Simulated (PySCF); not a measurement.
Some computed properties have been withheld. Give your best values.

Species: C₅H₈P₂Si.
SMILES: `p1c(cpc(c1)C)[SiH3]`

```json
{"property": "rotational constants A, B, C of the GFN2-xTB geometry", "level": "GFN2-xTB", "value": "2.505, 0.794, 0.609 GHz"}
{"property": "dipole moment", "level": "wB97X-D/def2-SVPD", "value": "?"}
{"property": "HOMO energy", "level": "wB97X-D/def2-SVPD", "value": "-8.58 eV"}
{"property": "LUMO energy", "level": "wB97X-D/def2-SVPD", "value": "?"}
{"property": "lowest singlet excitation", "level": "TDDFT wB97X-D/def2-SVPD", "value": "4.21 eV (295 nm, f = 0.048)"}
{"property": "strongest line among the 8 lowest singlet transitions", "level": "TDDFT wB97X-D/def2-SVPD", "value": "S7 at 5.30 eV (234 nm, f = 0.299)"}
{"property": "lowest triplet excitation (Tamm–Dancoff)", "level": "TDA wB97X-D/def2-SVPD", "value": "2.49 eV"}
{"property": "static isotropic polarisability", "level": "wB97X-D/def2-SVPD", "value": "137.7 au"}
{"property": "electronic spatial extent ⟨r²⟩ about the centre of nuclear charge", "level": "wB97X-D/def2-SVPD", "value": "?"}
{"property": "13C chemical shifts (computed TMS as zero) by class", "level": "GIAO PBE0/pcSseg-1", "value": "?"}
{"property": "1H chemical shifts (computed TMS as zero) by class", "level": "GIAO PBE0/pcSseg-1", "value": "?"}
{"property": "isotropic shieldings of nuclei other than C and H, by class", "level": "GIAO PBE0/pcSseg-1", "value": "409 (1 Si), 33 (1 P), 76 (1 P) ppm"}
```

Electronic properties: PySCF, gas phase, density fitting. Geometry: GFN2-xTB; no solvent or vibrations. GFN2-xTB frequencies show an imaginary mode (27i cm⁻¹), so this geometry is no minimum at that level. NMR classes are plain means over equivalent atoms (diastereotopic ones count apart unless rotation or inversion swaps them), as if these changed places fast; in this geometry the members of some classes differ.

**Question.** Give the LUMO energy.

**Answer.** -0.79 eV.

**Question.** Give the electronic spatial extent ⟨r²⟩ about the centre of nuclear charge.

**Answer.** 1819 bohr².

**Question.** The 13C chemical shifts (computed TMS as zero) by class?

**Answer.** 181.3 (1 C), 175.8 (1 C), 169.4 (1 C), 166.1 (1 C), 30.2 (1 C) ppm.

**Question.** Give the 1H chemical shifts (computed TMS as zero) by class.

**Answer.** 10.05 (1 H), 9.71 (1 H), 4.86 (3 H), 3.03 (3 H) ppm.

**Question.** What is the dipole moment?

**Answer.** 0.96 D.

The 8 singlets span 4.21 to 5.34 eV, and their oscillator strengths add up to 0.53. In atomic units the dipole is 0.38 e·bohr (1 au = 2.5417 D). The rotational constants make it an asymmetric top with κ = (2B − A − C)/(A − C) = -0.81, nearer the prolate limit (−1). The vertical singlet–triplet gap S1 − T1 is 1.72 eV (TDDFT singlet less Tamm–Dancoff triplet; S1: HOMO→LUMO+1, weight 0.40, beside HOMO→LUMO, weight 0.29; T1: HOMO→LUMO, weight 0.95). No computed singlet falls in the visible range (750 to 380 nm, 1.65 to 3.26 eV); S1 lies 0.95 eV above its blue end.

For the TDDFT job (wB97X-D/def2-SVPD), cost: about 2.2 min of CPU time on one thread; the machine was shared, so the figure is rough.
